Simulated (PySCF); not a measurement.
## Structure revision by computed shifts

A compound C₅H₁₄Si₂ gives the data below (simulated from a calculation) and was assigned the structure `CC(C)[SiH2]/C=C/[SiH3]`.

¹³C{¹H} NMR (computed): δ 172.0 (C), 144.4 (CH), 43.4 (CH2), 23.8 (CH2), 13.3 (CH3).

¹H NMR (300 MHz, computed): δ 6.60 (q, 1H), 4.18 (s, 3H), 4.16 (d, 3H), 2.39 (t, 2H), 1.52 (m, 2H), 0.88 (t, 3H).

No relativistic terms, one conformer, no solvent model, one averaged value for each set of equivalent atoms. GIAO PBE0/pcSseg-1 shieldings; PBE0-D3(BJ)/def2-SVP structure; PySCF 2.14.

Scale: TMS for ¹H, ¹³C (reference shieldings calculated alike).

(1) Compare with the shifts computed for the proposed structure, pairing carbons in order of shift.

(2) Which isomer fits?

Answers

(1) Atoms are numbered as in `[CH3:1][CH:2]([CH3:3])[SiH2:4]/[CH:5]=[CH:6]/[SiH3:7]`; H(Xn) means a hydrogen on atom n.

```
atom  computed for proposal  given list  difference
  C5                  161.3       172.0       -10.7
  C6                  155.1       144.4       +10.7
  C1                   19.9        43.4       -23.5
  C3                   19.9        23.8        -3.9
  C2                   13.6        13.3        +0.3
```

The rms difference is 12.6 ppm and the largest -23.5 ppm at C1 (methyl carbon). The proposal also would give 4 carbon signals, not 5. The carbon types in order of shift don't match either: CH, CH, CH3, CH3, CH for the proposal against C, CH, CH2, CH2, CH3 in the data. The proposal doesn't fit.

(2) `CCC/C([SiH3])=C\[SiH3]`.

- Carbon types of the structure: 1 × C, 1 × CH, 2 × CH2, 1 × CH3, leaving 6 H on heteroatoms.
- δC 172.0: fully substituted alkene carbon.
- δC 144.4: alkene CH; as expected for a trigonal carbon in a double bond.
- δC 23.8: sp3 CH2; aliphatic region, no heteroatom directly attached.
- δC 13.3: methyl carbon; saturated and bonded to C and H only.

The data come from this structure; uniqueness wasn't tested.

Shifts are as computed. Against solution values, carbons near 30 ppm lie about +2 ppm off and those near 130 ppm about +5 ppm. Of 1309 compounds with measured shifts, 239 miss one by over three times the rms of a fit or turn the order of signals round; such compounds aren't used in these exercises. Multiplicities follow the n + 1 count of equivalent neighbours, as no J values were calculated; m marks all less simple cases, F and P coupling included.
